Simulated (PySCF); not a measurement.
# Potential energy of SnSe along the bond

Set-up: Sn def2-SVP with ECP28, Se def2-SVP; scalar-relativistic core potentials (PySCF 2.14). Energies in eV from Sn + Se in their ground configurations at the same level. State: ¹Σ⁺ (singlet), closed shell.

All columns are PBE0. A positive dipole means Sn(−)Se(+).

```json
{"R (Å)": "2.015", "E (eV)": "-2.866", "μ (D)": "-1.39", "Mulliken charge on Sn (basis-dependent)": "0.19", "HOMO (eV)": "-7.01", "LUMO (eV)": "-1.85", "Mayer bond order": "2.42", "⟨S²⟩": "0.00"}
{"R (Å)": "2.109", "E (eV)": "-3.798", "μ (D)": "-1.84", "Mulliken charge on Sn (basis-dependent)": "0.22", "HOMO (eV)": "-7.12", "LUMO (eV)": "-2.04", "Mayer bond order": "2.40", "⟨S²⟩": "0.00"}
{"R (Å)": "2.202", "E (eV)": "-4.306", "μ (D)": "-2.29", "Mulliken charge on Sn (basis-dependent)": "0.26", "HOMO (eV)": "-7.20", "LUMO (eV)": "-2.23", "Mayer bond order": "2.38", "⟨S²⟩": "0.00"}
{"R (Å)": "2.273", "E (eV)": "-4.484", "μ (D)": "-2.61", "Mulliken charge on Sn (basis-dependent)": "0.29", "HOMO (eV)": "-7.16", "LUMO (eV)": "-2.36", "Mayer bond order": "2.37", "⟨S²⟩": "0.00"}
{"R (Å)": "2.343", "E (eV)": "-4.532", "μ (D)": "-2.92", "Mulliken charge on Sn (basis-dependent)": "0.31", "HOMO (eV)": "-6.99", "LUMO (eV)": "-2.50", "Mayer bond order": "2.36", "⟨S²⟩": "0.00"}
{"R (Å)": "2.413", "E (eV)": "-4.481", "μ (D)": "-3.22", "Mulliken charge on Sn (basis-dependent)": "0.33", "HOMO (eV)": "-6.83", "LUMO (eV)": "-2.62", "Mayer bond order": "2.35", "⟨S²⟩": "0.00"}
{"R (Å)": "2.507", "E (eV)": "-4.300", "μ (D)": "-3.60", "Mulliken charge on Sn (basis-dependent)": "0.35", "HOMO (eV)": "-6.64", "LUMO (eV)": "-2.78", "Mayer bond order": "2.34", "⟨S²⟩": "0.00"}
{"R (Å)": "2.624", "E (eV)": "-3.952", "μ (D)": "-4.03", "Mulliken charge on Sn (basis-dependent)": "0.36", "HOMO (eV)": "-6.43", "LUMO (eV)": "-2.97", "Mayer bond order": "2.33", "⟨S²⟩": "0.00"}
{"R (Å)": "2.765", "E (eV)": "-3.432", "μ (D)": "-4.49", "Mulliken charge on Sn (basis-dependent)": "0.37", "HOMO (eV)": "-6.22", "LUMO (eV)": "-3.18", "Mayer bond order": "2.32", "⟨S²⟩": "0.00"}
{"R (Å)": "2.952", "E (eV)": "-2.673", "μ (D)": "-5.02", "Mulliken charge on Sn (basis-dependent)": "0.37", "HOMO (eV)": "-5.99", "LUMO (eV)": "-3.41", "Mayer bond order": "2.32", "⟨S²⟩": "0.00"}
```

A fit through these points gives, at Re = 2.339 Å, μ = -2.91 D and dμ/dR = -4.37 D/Å; the reduced mass is 47.95 u.

Task: How strong is the fundamental in the double-harmonic approximation, I = 42.26·(dμ/dR)²/μred km/mol?

Result: I = 42.26·(-4.37)²/47.95 = 16.8 km/mol at PBE0.

These are scalar-relativistic numbers at best; spin–orbit coupling would shift them, the dissociation energy most.
